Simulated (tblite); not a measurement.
Species: C2H9BrOSi3.
Numbering: `[SiH3:1][O:2][Si:3]1([Br:4])[CH2:5][SiH2:6][CH2:7]1` (hydrogens: H8, H9, H10 on Si1; H11, H12 on C5; H13, H14 on Si6; H15, H16 on C7)

Computed with GFN2-xTB (tblite), gas phase: L-BFGS steps from a force-field or distance-geometry start until the largest atomic force falls under 0.01 eV/Å.

Step 33: E = -607.6631 eV
```
atom  x, y, z in Å  |  force x, y, z in eV/Å
Si1     2.6760   -0.7766    0.6086    0.007  -0.059   0.041
O2      1.2396   -0.1914    1.1075    0.021   0.033   0.082
Si3    -0.0562    0.7390    0.8597    0.006  -0.040  -0.029
Br4     0.2641    2.5802    2.0460    0.032   0.026  -0.026
C5     -1.7181   -0.1527    1.1365    0.136   0.046  -0.042
Si6    -1.8628   -0.4060   -0.7637    0.009   0.044  -0.030
C7     -0.4429    0.8767   -0.9955   -0.094  -0.075  -0.079
H8      2.8593   -1.9661    1.4285   -0.028  -0.005   0.064
H9      3.6802    0.2570    0.8452   -0.057   0.017  -0.024
H10     2.5427   -1.1212   -0.8055   -0.002   0.053  -0.036
H11    -2.4821    0.5147    1.5347    0.063  -0.081  -0.002
H12    -1.6966   -1.0397    1.7637   -0.044   0.020  -0.058
H13    -1.4596   -1.7650   -1.1424   -0.054   0.101  -0.020
H14    -3.1239    0.0284   -1.3650    0.021  -0.067   0.042
H15     0.3635    0.5837   -1.6629    0.003  -0.027   0.037
H16    -0.7908    1.8475   -1.3391   -0.018   0.015   0.080
```

Step 34: E = -607.6660 eV
```
atom  x, y, z in Å  |  force x, y, z in eV/Å
Si1     2.6781   -0.7768    0.6120    0.018  -0.034   0.023
O2      1.2444   -0.1818    1.1077    0.047   0.030   0.072
Si3    -0.0529    0.7429    0.8523   -0.033  -0.045   0.070
Br4     0.2556    2.5872    2.0430    0.027  -0.010  -0.056
C5     -1.7101   -0.1577    1.1353    0.067   0.036  -0.011
Si6    -1.8657   -0.4030   -0.7669    0.014   0.012   0.029
C7     -0.4461    0.8763   -0.9999   -0.060  -0.048  -0.041
H8      2.8494   -1.9661    1.4343   -0.018  -0.006   0.067
H9      3.6875    0.2554    0.8470   -0.085  -0.020  -0.032
H10     2.5418   -1.1259   -0.8023    0.006   0.062  -0.013
H11    -2.4759    0.5065    1.5402    0.098  -0.099  -0.028
H12    -1.6909   -1.0485    1.7614   -0.012   0.078  -0.106
H13    -1.4684   -1.7626   -1.1490   -0.047   0.098  -0.027
H14    -3.1283    0.0324   -1.3602   -0.004  -0.052   0.028
H15     0.3626    0.5798   -1.6615    0.006  -0.016  -0.011
H16    -0.7886    1.8507   -1.3369   -0.023   0.014   0.035
```

Step 35: E = -607.6683 eV
```
atom  x, y, z in Å  |  force x, y, z in eV/Å
Si1     2.6764   -0.7778    0.6143    0.039  -0.018  -0.066
O2      1.2449   -0.1836    1.1091    0.033   0.020   0.098
Si3    -0.0486    0.7408    0.8480   -0.062  -0.007   0.107
Br4     0.2565    2.5878    2.0372    0.029  -0.019  -0.064
C5     -1.7023   -0.1585    1.1335    0.011   0.009  -0.049
Si6    -1.8653   -0.4018   -0.7690    0.012  -0.003   0.081
C7     -0.4487    0.8745   -1.0023    0.002  -0.003   0.021
H8      2.8469   -1.9646    1.4332   -0.004  -0.068   0.110
H9      3.6775    0.2595    0.8498   -0.046  -0.003  -0.031
H10     2.5377   -1.1258   -0.8014    0.016   0.065   0.005
H11    -2.4650    0.5055    1.5381    0.038  -0.029  -0.011
H12    -1.6950   -1.0475    1.7592    0.032   0.021  -0.078
H13    -1.4693   -1.7591   -1.1501   -0.030   0.051  -0.042
H14    -3.1289    0.0269   -1.3568   -0.053  -0.026   0.005
H15     0.3621    0.5787   -1.6595    0.014  -0.011  -0.067
H16    -0.7865    1.8537   -1.3270   -0.033   0.021  -0.017
```

**Question.** Estimate the geometry and energy of step 36. (The exact step hangs on the optimiser's Hessian estimate; all steps are aligned on step 35, rigid shifts and turns removed.)

**Answer.** E = -607.6710 eV, largest force 0.142 eV/Å
```
atom  x, y, z in Å  |  force x, y, z in eV/Å
Si1     2.6830   -0.7804    0.6213   -0.014   0.014  -0.012
O2      1.2591   -0.1546    1.1113    0.080   0.015   0.041
Si3    -0.0485    0.7503    0.8422   -0.002  -0.024   0.125
Br4     0.2329    2.6034    2.0325    0.024  -0.046  -0.088
C5     -1.6899   -0.1666    1.1321   -0.102  -0.032   0.005
Si6    -1.8723   -0.3952   -0.7714   -0.028  -0.026   0.095
C7     -0.4551    0.8739   -1.0096    0.083   0.054   0.066
H8      2.8274   -1.9667    1.4521   -0.004  -0.008   0.066
H9      3.7027    0.2452    0.8475   -0.091  -0.048  -0.028
H10     2.5439   -1.1338   -0.7941    0.011   0.063   0.028
H11    -2.4610    0.4801    1.5536    0.089  -0.034  -0.041
H12    -1.6727   -1.0647    1.7480    0.060   0.064  -0.112
H13    -1.4911   -1.7517   -1.1668   -0.021   0.035  -0.045
H14    -3.1387    0.0436   -1.3465   -0.049  -0.024   0.013
H15     0.3591    0.5703   -1.6600   -0.015   0.008  -0.078
H16    -0.7862    1.8556   -1.3358   -0.022  -0.009  -0.035
```

The energy changes by -0.0027 eV. The first-order estimate −F·Δx gives -0.0043 eV and the mean of the old and new forces, exact on a quadratic surface, -0.0027 eV. The step makes an angle of 81° with the force vector and moves no atom by more than 0.032 Å.

What follows is the cost of the whole relaxation. On an Arm Neoverse N1 with one thread, no GPU, shared host, this took 3.3 s of wall time.
